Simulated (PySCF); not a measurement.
Isomers of C3H7FSi and their computed core-level spectra.

Computed with PySCF, delta-SCF UKS SCAN, pcX-2 on the ionised atom, pcseg-1 elsewhere, spin-free X2C. Geometries: GFN2-xTB; isolated species, one conformer each.

Line lists (1s up to Mg, 2p3/2 beyond; areas count atoms within a level, one atom standing for each set equivalent by bonding):
1. C 1s: 290.08 (area 2), 292.80 (area 1) eV; F 1s: 691.89 eV; Si 2p3/2: 106.70 eV
2. C 1s: 290.01 (area 2), 290.67 (area 1) eV; F 1s: 692.05 eV; Si 2p3/2: 107.52 eV
3. C 1s: 290.23 (area 1), 290.88 (area 1), 292.47 (area 1) eV; F 1s: 692.69 eV; Si 2p3/2: 106.82 eV

Structures:
A. `C/C([SiH3])=C\F`
B. `FC1C[SiH2]C1`
C. `F[SiH]1CCC1`

Task: Match each list to its structure.

Result: 
- 1 = B: another candidate has the same counts of sites, so positions decide. C 1s: 290.08 sp3 carbon bound to silicon (×2), 292.80 sp3 C–F carbon; F 1s: 691.89 alkyl fluorine; Si 2p3/2: 106.70 SiH2 silicon.
- 2 = C: another candidate has the same counts of sites, so positions decide. C 1s: 290.01 sp3 carbon bound to silicon (×2), 290.67 four-membered-ring carbon; F 1s: 692.05 silicon-bound fluorine; Si 2p3/2: 107.52 fluorine-bound silicon.
- 3 = A: no other candidate has these counts of sites. C 1s: 290.23 fully substituted alkene carbon, 290.88 allylic carbon, 292.47 vinylic C–F carbon; F 1s: 692.69 vinyl fluorine; Si 2p3/2: 106.82 SiH3 silicon.

The 2p values add to the ΔSCF energy of one spin-free hole a correction within the shell (spin–orbit coupling, ligand field).
